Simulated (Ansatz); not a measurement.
Mulliken charges of `[OH][InH][NH][SiH3]` from ωB97M-V/def2-TZVPP in Ansatz (PBE0-D4/def2-TZVP geometry).

| atom | x (Å) | y (Å) | z (Å) | charge (e) |
| --- | --- | --- | --- | --- |
| O1 | -2.303 | 1.388 | 1.624 | -0.525 |
| In2 | -1.525 | 0.488 | 0.035 | 0.703 |
| N3 | 0.422 | 0.000 | 0.322 | -0.488 |
| Si4 | 1.476 | -0.786 | -0.780 | 0.263 |
| H5 | -1.684 | 1.495 | 2.349 | 0.159 |
| H6 | -2.458 | 0.207 | -1.346 | -0.052 |
| H7 | 0.803 | 0.253 | 1.223 | 0.094 |
| H8 | 0.689 | -1.047 | -2.017 | -0.043 |
| H9 | 2.666 | 0.038 | -1.141 | -0.055 |
| H10 | 1.996 | -2.087 | -0.267 | -0.055 |

Q: By hand: the dipole of these point charges (1 e Å = 4.8032 D).

A: Σ q r = (-0.031, -0.184, -0.468) e Å, of length 0.504 e Å = 2.42 D.

Q: How does the dipole of the full density compare? (Estimate.)

A: The calculation gave: (0.147, -0.020, 0.063) e Å, 0.77 D; the point charges give 3.14 times that, at 112° from its direction.

Point charges leave out the atoms' own dipoles, such as those of lone pairs, and Mulliken's split depends on the basis, so the two needn't agree.
